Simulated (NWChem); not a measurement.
**Lowest excitation of HBCl (+1)**

```
B
H 1 1.1995
Cl 1 1.6074 2 180.00
```
Charge +1, spin multiplicity 1.

Everything below was run with NWChem. All single points use one geometry, from PBE/def2-SVP, a minimum by its harmonic frequencies.

Basis set: aug-cc-pVDZ.

```csv
method,lowest vertical singlet excitation energy (eV),relative cost,difference from EOM-CCSD
EOM-CCSD,7.41,1,0.00
TD-PBE,6.80,under 3,-0.61
CIS,8.01,4,+0.60
TD-LDA (SVWN5),6.73,under 3,-0.69
TD-B3LYP,6.95,5,-0.47
```

The values span 1.29 eV, from TD-LDA (SVWN5) (lowest) to CIS (highest). Relative cost: rough, from shared machines, SCF included, EOM-CCSD = 1.

The correlated methods keep 6 core orbitals frozen. B3LYP has NWChem's definition, with VWN1-RPA local correlation. The spin multiplicity of the parent species was assumed, not shown to be that of its ground state. The structure started from a generated list of species. Differences from the coupled-cluster row are differences between methods, not errors against experiment.
